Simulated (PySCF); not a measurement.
C₃H₆BFO, SMILES FCB1CCO1.

Geometry optimised at PBE0-D3(BJ)/def2-SVP. This is a generated structure with no PubChem entry under its InChIKey; it may be hypothetical. The values are those of a single conformer.

Two levels are set side by side: PBE/def2-TZVP (PySCF) and r2SCAN/def2-TZVP (PySCF). Same geometry, gas phase. Differences are taken from unrounded values.

```json
[
 {"quantity": "orbital gap (eV)", "PBE": "5.83"},
 {"quantity": "highest occupied level (eV)", "PBE": "-6.77"},
 {"quantity": "lowest empty level (eV)", "PBE": "-0.94"},
 {"quantity": "dipole moment (D)", "PBE": "1.53"},
 {"quantity": "mean polarisability (bohr³)", "PBE": "52.4"}
]
```

Q: These are the PBE values. What does r2SCAN give? (The exact figures need the calculation; the answer reports its results.)

A: 
| quantity | r2SCAN | PBE minus r2SCAN |
|---|---|---|
| orbital gap (eV) | 6.47 | -0.64 |
| highest occupied level (eV) | -7.06 | 0.28 |
| lowest empty level (eV) | -0.59 | -0.35 |
| dipole moment (D) | 1.53 | 0.00 |
| mean polarisability (bohr³) | 51.0 | 1.4 |

Rough cost on one machine, each run with all the roots and properties that it gave: r2SCAN against PBE about 4 times.
